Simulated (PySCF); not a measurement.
C₆ coefficients of unlike pairs at BLYP

Calculated with PySCF 2.14 from the dipole response of each species, C₆(A,B) = (3/π) ∫ α_A(iu) α_B(iu) du, in atomic units, from isotropic polarisabilities. For ions this is the dispersion term alone; charge-induced terms of lower order in 1/R come first.

```tsv
species	configuration	basis	relativity	α (bohr³)	C₆ (like pair)
F³⁺	[He] 2s2 2p2 (3P)	dyall-acv3z (15s9p4d2f)	spin-free X2C	0.9277	0.8375
Cd²⁺	[Kr] 4d10 (1S)	aug-cc-pwCVTZ-PP with ECP28MDF (8s8p7d4f3g)	core potential	5.597	28.33
Xe²⁺	[Kr] 4d10 5s2 5p4 (3P)	aug-cc-pVQZ-PP with ECP28MDF (7s7p5d3f2g)	core potential	12.87	90.39
Sc⁺	[Ar] 3d1 4s1 (3D)	aug-cc-pVQZ-DK (9s8p6d4f3g2h)	spin-free X2C	53.03	346.2
```

Estimate C₆ for Sc⁺ with Cd²⁺.

The integral gives 71.36. The combination rule 2 C_A C_B / (C_A α_B/α_A + C_B α_A/α_B) gives 64.32 and the geometric mean 99.03.

No spin-orbit coupling is included.

The other pairs:

```csv
pair,C₆
"Xe²⁺, F³⁺",8.295
"Cd²⁺, F³⁺",4.861
"Xe²⁺, Cd²⁺",48.84
"Sc⁺, Xe²⁺",146.8
"Sc⁺, F³⁺",11.98
```
